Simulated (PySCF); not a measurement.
C₂H₄I, SMILES C[CH]I (connectivity only; charge and spin as stated), charge +1, multiplicity 1. Atoms are numbered in the order given.

```xyz
7

C      0.3070     2.4569     0.0000
C     -0.5561     1.2957     0.0000
I      0.0325    -0.6112     0.0000
H      0.0164     3.0928     0.8674
H      0.0164     3.0928    -0.8674
H      1.3843     2.2541     0.0000
H     -1.6469     1.4388     0.0000
```
Charge +1, spin multiplicity 1.

Coordinates come from a B3LYP-D3(BJ)/def2-SVP optimisation. The multiplicity is an assumed one; other spin states were not compared. The isomer is the one that the SMILES or the coordinates give; other isomers of the formula were not compared. The def2 effective core potentials stand for the cores of I; spin–orbit coupling is left out.

All values below come from CAM-B3LYP/def2-TZVPD in PySCF.

Mulliken values depend strongly on the basis, most of all with diffuse functions as here. ESP charges are fitted to the potential on shells at 1.4 to 2.0 van der Waals radii. Atomic charges (e):

```tsv
atom	ESP fit	Mulliken
C1	-0.28	-0.85
C2	-0.06	-0.19
I3	0.51	0.56
H4	0.22	0.34
H5	0.22	0.34
H6	0.15	0.38
H7	0.23	0.42
```
